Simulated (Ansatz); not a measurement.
Cost and result for the atomization energy of C2H3ClFNOSi, SMILES `C[Si](F)(Cl)N=C=O` (10 atoms, 9 bonds).

```xyz
10

C     0.588    0.355   -1.481
Si    0.396    0.382    0.342
F     1.803    0.179    1.045
Cl   -0.345    2.166    0.992
N    -0.616   -0.870    0.872
C    -1.450   -1.365    1.576
O    -2.256   -1.887    2.227
H     1.265    1.146   -1.807
H     0.995   -0.608   -1.800
H    -0.378    0.502   -1.968
```

The species carries charge 0 and has multiplicity 1. All single points use the PBE0-D4/def2-TZVP geometry. It is one conformer, not always the lowest. Program: Ansatz. All runs use 2 threads of an AMD EPYC 7R13 on a shared host and a share of an NVIDIA H100 80 GB. Times are those of one run each, without the atoms' runs, and a repeat can differ threefold. Electronic energies, without spin–orbit coupling; frozen cores. CCSD(T)/CBS adds CCSD(T) − MP2 in def2-TZVPP to the MP2 limit, and its time is that of the two runs behind it. T1 = 0.014. B3LYP takes the VWN-RPA correlation (the form of Gaussian; ORCA's B3LYP/G). HSE06 is the plane-wave form, built on full-range PBE exchange.

CCSD(T)/CBS is a level of theory with its own doubt, some kJ/mol a heavy atom from the limit and from the frozen cores, so smaller differences don't rank the functionals.

```
                             level  functions  wall time  atomization (kcal/mol)  difference from CCSD(T)/CBS  per bond
r2SCAN-D4/def2-TZVPP (with forces)        281      5.5 s                  1062.0                          9.6       1.1
                  CCSD(T)/def2-SVP        121      5.5 s                   980.9                        -71.5      -7.9
                PBE0-D4/def2-TZVPP        281        6 s                  1058.8                          6.4       0.7
 B3LYP-D4/def2-TZVPP (with forces)        281        6 s                  1052.6                          0.2       0.0
   PBE-D4/def2-TZVPP (with forces)        281      6.5 s                  1090.5                         38.1       4.2
                BLYP-D4/def2-TZVPP        281        7 s                  1061.0                          8.6       1.0
            LDA (SPW92)/def2-TZVPP        281      7.5 s                  1226.3                        173.9      19.3
                 B97M-V/def2-TZVPP        281        8 s                  1062.1                          9.7       1.1
               HSE06-D4/def2-TZVPP        281        8 s                  1059.7                          7.3       0.8
                    MP2/def2-QZVPP        515      9.5 s                  1080.9                         28.5       3.2
                 B2PLYP/def2-TZVPP        281       12 s                  1045.2                         -7.2      -0.8
                CCSD(T)/def2-TZVPP        281       14 s                  1019.6                        -32.8      -3.6
                 CCSD(T)/CBS(def2)          –       24 s                  1052.4                          0.0       0.0
```

From BLYP to BHLYP (50 % exact exchange), in def2-TZVPP and without D4, the atomization energy moves by −45.9 kcal/mol: exact exchange takes away binding that semilocal exchange gives to molecules. The D4 term adds +10.4 kcal/mol with B3LYP and +5.5 kcal/mol with PBE0; it sums over pairs of atoms, weighted by their polarisabilities, and B3LYP, whose exchange is more repulsive, gets the larger term. At CCSD(T), def2-SVP lies −71.5 kcal/mol from the extrapolated value and def2-TZVPP −32.8 kcal/mol: correlation converges slowly with the basis, and small sets miss more of it in the bonded molecule than in its fragments.
